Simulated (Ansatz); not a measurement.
Ge₆Cl₆⁺, that is Ge6Cl6 prismane with one electron fewer. The state is a doublet with charge 1. Geometry PBE-D4/def2-SVP, that of the neutral singlet; atoms count from 1.

```xyz
12

Ge   -1.051   -1.626   -0.401
Cl   -2.241   -3.405   -0.898
Ge    0.312    0.024   -1.954
Cl    0.597    0.030   -4.132
Ge   -1.676    0.941   -0.470
Cl   -3.546    1.945   -1.037
Ge   -0.066    1.384    1.413
Cl   -0.084    2.899    3.003
Ge    0.559   -1.185    1.483
Cl    1.220   -2.458    3.147
Ge    1.920    0.466   -0.070
Cl    4.055    0.985   -0.084
```

(1) Estimate the Mulliken populations from the PBE0/def2-SVP orbitals of Ansatz.

(2) Where does the spin sit?

(3) And the Mayer bond orders between heavy atoms (over 0.3)?

Results:

(1) 
```json
{"atom": "Ge1", "charge (e)": "0.31", "spin (α − β)": "0.20"}
{"atom": "Cl2", "charge (e)": "-0.13", "spin (α − β)": "0.04"}
{"atom": "Ge3", "charge (e)": "0.28", "spin (α − β)": "0.05"}
{"atom": "Cl4", "charge (e)": "-0.14", "spin (α − β)": "0.02"}
{"atom": "Ge5", "charge (e)": "0.30", "spin (α − β)": "0.15"}
{"atom": "Cl6", "charge (e)": "-0.13", "spin (α − β)": "0.03"}
{"atom": "Ge7", "charge (e)": "0.30", "spin (α − β)": "0.15"}
{"atom": "Cl8", "charge (e)": "-0.13", "spin (α − β)": "0.03"}
{"atom": "Ge9", "charge (e)": "0.31", "spin (α − β)": "0.20"}
{"atom": "Cl10", "charge (e)": "-0.13", "spin (α − β)": "0.04"}
{"atom": "Ge11", "charge (e)": "0.28", "spin (α − β)": "0.05"}
{"atom": "Cl12", "charge (e)": "-0.14", "spin (α − β)": "0.02"}
```
Mulliken values depend strongly on the basis.

(2) Summed by element: Ge 0.82, Cl 0.18, of 1 unpaired in all. Largest on single atoms: Ge1 0.20, Ge9 0.20, Ge5 0.15.

(3) Ge1–Cl2 1.14 (2.20 Å); Ge1–Ge3 0.48 (2.64 Å); Ge1–Ge5 0.42 (2.64 Å); Ge1–Ge9 0.51 (2.52 Å); Ge3–Cl4 1.11 (2.20 Å); Ge3–Ge5 0.51 (2.65 Å); Ge3–Ge11 0.48 (2.52 Å); Ge5–Cl6 1.13 (2.20 Å); Ge5–Ge7 0.49 (2.52 Å); Ge7–Cl8 1.13 (2.20 Å); Ge7–Ge9 0.42 (2.65 Å); Ge7–Ge11 0.51 (2.64 Å); Ge9–Cl10 1.14 (2.20 Å); Ge9–Ge11 0.48 (2.64 Å); Ge11–Cl12 1.11 (2.20 Å).
